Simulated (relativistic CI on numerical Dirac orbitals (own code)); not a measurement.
**How well does a small relativistic CI reproduce Ar+?**

Computed by Dirac-Coulomb-Breit CI, orbitals from a KLI potential per configuration, QED by a radiative potential, valence Slater integrals scaled by 0.85, P86 correlation energy added to each configuration (own radial code, finite nucleus).

Configurations in the expansion (outside the closed core [Ne]): 3s²3p⁵, 3s3p⁶, 3s²3p⁴3d, 3s²3p⁴4s, 3s²3p⁴4p, 3s3p⁵3d, 3s²3p⁴5s, 3s²3p⁴4d, 3s²3p⁴5p, 3s²3p⁴4f, 3s²3p⁴6s, 3s²3p⁴5d, 3s²3p⁴6p, 3s²3p⁴5f, 3s²3p⁴5g, 3s²3p⁴6d, 3s²3p³4s4p, 3s²3p³3d4p, 3s3p⁵4s, 3s²3p³3d², 3s²3p²3d³, 3s²3p²3d²4s, 3s²3p²3d²4p, 3s3p³3d³, 3s²3p²3d²5s, 3s²3p³4s², 3s²3p²3d4s², 3s²3p²4s²4p, 3s3p³3d4s², 3s²3p²4s²5s, 3s²3p³3d4s, 3s²3p²3d4s4p, 3s3p³3d²4s, 3s²3p²3d4s5s, 3p⁵3d², 3p⁴3d³, 3p⁴3d²4s, 3p⁴3d²4p, 3p⁴3d²5s, 3s²3p³4p², 3s²3p²3d4p², 3s²3p²4s4p², 3s²3p²4p³, 3s3p³3d4p², 3s²3p²4p²5s. Double excitations out of closed p, d and f shells are left out; levels of such configurations are missing from the list, as are those of other unlisted configurations, and high levels can miss mixing partners. These lack a partner that the ground configuration has and come out too high: 3s²3p⁴4d, 3s²3p⁴5p, 3s²3p⁴4f, 3s²3p⁴6s, 3s²3p⁴5d.

```
Configuration  Term (tabulated)    J  Measured (cm⁻¹)  Computed  Error  Purity (%)
       3s²3p⁵               2P°  3/2              0.0         0      0          97
       3s²3p⁵               2P°  1/2           1431.6      1416    -15          97
        3s3p⁶                2S  1/2         108721.5    121154  12432          57
     3s²3p⁴3d                4D  7/2         132327.4    140120   7793          97
     3s²3p⁴3d                4D  5/2         132481.2    140285   7804          97
     3s²3p⁴3d                4D  3/2         132630.7    140442   7812          97
     3s²3p⁴3d                4D  1/2         132737.7    140553   7816          97
     3s²3p⁴4s                4P  5/2         134241.7    138566   4324          97
     3s²3p⁴4s                4P  3/2         135086.0    139414   4328          95
     3s²3p⁴4s                4P  1/2         135601.7    139941   4339          97
     3s²3p⁴4s                2P  3/2         138243.6    142268   4025          95
     3s²3p⁴4s                2P  1/2         139258.3    143282   4023          97
     3s²3p⁴3d                4F  9/2         142186.3    149086   6900          98
     3s²3p⁴3d                4F  7/2         142717.1    149633   6916          98
     3s²3p⁴3d                4F  5/2         143107.7    150032   6924          98
     3s²3p⁴3d                4F  3/2         143371.4    150300   6928          98
     3s²3p⁴4s              2D †  3/2         148620.1    153825   5205          90
     3s²3p⁴4s              2D †  5/2         148842.5    153872   5030          92
     3s²3p⁴3d                2D  3/2         150475.0    158510   8035          90
     3s²3p⁴3d                2D  5/2         151087.3    159376   8289          78
     3s²3p⁴4p               4P°  5/2         155043.2    158700   3657          95
     3s²3p⁴4p               4P°  3/2         155351.1    159013   3662          94
     3s²3p⁴4p               4P°  1/2         155708.1    159374   3666          96
     3s²3p⁴4p               4D°  7/2         157234.0    160862   3628          98
     3s²3p⁴4p               4D°  5/2         157673.4    161297   3623          74
     3s²3p⁴4p               4D°  3/2         158167.8    161804   3636          89
     3s²3p⁴4p               4D°  1/2         158428.1    162072   3644          97
     3s²3p⁴4p               2D°  5/2         158730.3    162312   3582          76
     3s²3p⁴4p               2D°  3/2         159393.4    162974   3581          77
     3s²3p⁴4p               2P°  1/2         159706.5    163415   3709          72
     3s²3p⁴4p               2P°  3/2         160239.4    163921   3681          81
     3s²3p⁴4p               2F°  5/2         170401.0    174607   4206          98
     3s²3p⁴4p               2F°  7/2         170530.4    174726   4195          98
     3s²3p⁴4p               2P°  3/2         172213.9    176401   4187          93
     3s²3p⁴4p               2P°  1/2         172816.3    176975   4158          95
```

Measured levels from NIST Handbook of Basic Atomic Spectroscopic Data (Sansonetti and Martin, J. Phys. Chem. Ref. Data 34, 1559 (2005)); pairs were made by configuration, J and term (by order where the table uses no LS term), so strongly mixed levels may be paired wrongly.

Mean error by configuration (cm⁻¹): 3s²3p⁵ -15; 3s3p⁶ 12432; 3s²3p⁴3d 7522; 3s²3p⁴4s 4208; 3s²3p⁴4p 3788. Over the excited levels the mean absolute error is 5172 cm⁻¹ (34 of the 34 excited levels that our extract of the source holds in range could be paired), and the median relative error of those above 1,000 cm⁻¹ is 2.7 %. † marks terms whose computed intervals miss the measured ones by more than a factor of 2.5, or configurations far off the rest, from wrong mixing, a near crossing or a doubtful label or measurement; they are left out of the means.

Transition probabilities of persistent lines. The last column rescales the computed rate by the cube of measured over computed energy:

```tsv
λ measured (Å)	Lower	Upper	A tabulated (s⁻¹)	A computed	A rescaled
661.87 vacuum	3s²3p⁵ ²P°3/2	3s²3p⁴3d ²D5/2	8.05e+08	1.07e+09	9.09e+08
670.95 vacuum	3s²3p⁵ ²P°1/2	3s²3p⁴3d ²D3/2	6.43e+08	1.03e+09	8.81e+08
671.85 vacuum	3s²3p⁵ ²P°3/2	3s²3p⁴4s ²D5/2	7.90e+08	1.08e+09	9.78e+08
723.36 vacuum	3s²3p⁵ ²P°3/2	3s²3p⁴4s ²P3/2	2.31e+09	2.94e+09	2.70e+09
919.78 vacuum	3s²3p⁵ ²P°3/2	3s3p⁶ ²S1/2	1.43e+08	6.56e+07	4.74e+07
932.05 vacuum	3s²3p⁵ ²P°1/2	3s3p⁶ ²S1/2	7.00e+07	3.41e+07	2.45e+07
4348.06 air	3s²3p⁴4s ⁴P5/2	3s²3p⁴4p ⁴D°7/2	1.17e+08	1.17e+08	1.29e+08
4609.57 air	3s²3p⁴4s ²D5/2	3s²3p⁴4p ²F°7/2	7.89e+07	9.96e+07	1.12e+08
4806.02 air	3s²3p⁴4s ⁴P5/2	3s²3p⁴4p ⁴P°5/2	7.80e+07	7.66e+07	8.45e+07
4879.86 air	3s²3p⁴4s ²P3/2	3s²3p⁴4p ²D°5/2	8.23e+07	7.89e+07	8.43e+07
```
